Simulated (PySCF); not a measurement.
Atom-mapped SMILES (the numbers label the heavy atoms): `[F:1][C@:2]1([Cl:3])[CH2:4][C:5]12[CH:6]=[CH:7][CH:8]=[CH:9]2`. Each H is labelled by its parent atom. Ha(C4) is pro-R; Hb(C4) is pro-S.

How the numbers were obtained: GFN2-xTB structure, NMR shieldings at PBE0/pcSseg-1/GIAO, in PySCF (one computed conformer, no relativistic terms, in vacuum).

Shifts are taken against calculated references (same method and geometry level): TMS for 13C.

Task: Do the 13C shifts follow the atomic charges (in e)? Tabulate both.

Result: 
```json
{"atoms": "C9", "hybridisation": "sp2", "δ (ppm)": "146.1", "σ para (ppm)": "-207", "Hirshfeld": "-0.06", "IAO": "-0.17", "Mulliken": "+0.01", "ESP-fitted": "-0.45"}
{"atoms": "C6", "hybridisation": "sp2", "δ (ppm)": "142.8", "σ para (ppm)": "-203", "Hirshfeld": "-0.06", "IAO": "-0.17", "Mulliken": "+0.01", "ESP-fitted": "-0.42"}
{"atoms": "C8", "hybridisation": "sp2", "δ (ppm)": "140.8", "σ para (ppm)": "-207", "Hirshfeld": "-0.05", "IAO": "-0.16", "Mulliken": "-0.07", "ESP-fitted": "-0.09"}
{"atoms": "C7", "hybridisation": "sp2", "δ (ppm)": "140.2", "σ para (ppm)": "-207", "Hirshfeld": "-0.06", "IAO": "-0.16", "Mulliken": "-0.07", "ESP-fitted": "-0.12"}
{"atoms": "C2", "hybridisation": "sp3", "δ (ppm)": "110.0", "σ para (ppm)": "-165", "Hirshfeld": "+0.12", "IAO": "+0.30", "Mulliken": "+0.27", "ESP-fitted": "+0.14"}
{"atoms": "C5", "hybridisation": "sp3", "δ (ppm)": "53.1", "σ para (ppm)": "-119", "Hirshfeld": "-0.01", "IAO": "-0.01", "Mulliken": "-0.42", "ESP-fitted": "+0.49"}
{"atoms": "C4", "hybridisation": "sp3", "δ (ppm)": "30.2", "σ para (ppm)": "-94", "Hirshfeld": "-0.08", "IAO": "-0.29", "Mulliken": "-0.02", "ESP-fitted": "-0.40"}
```

Correlation coefficients of δ with charge over these carbons: Hirshfeld -0.02, IAO +0.03, Mulliken +0.37, ESP-fitted -0.33; with the paramagnetic shielding -1.00. Among the 4 sp2 carbons alone: Hirshfeld -0.98, IAO -0.93, Mulliken +0.88, ESP-fitted -0.88. With so few points, grouped by hybridisation, these coefficients are fragile. Charge is one influence among several: hybridisation and low-lying excitations act through the paramagnetic term.

Carbons that carry Cl, above all several Cl atoms, come out too deshielded, partly because spin–orbit coupling is missing. Shifts are as computed. Against solution values, carbons near 30 ppm lie about +3 ppm off and those near 130 ppm about +5 ppm; carbons on Cl a further +6 ppm. Of 1211 compounds with measured shifts, 218 miss one by over three times the rms of a fit or turn the order of signals round; such compounds aren't used in these exercises.
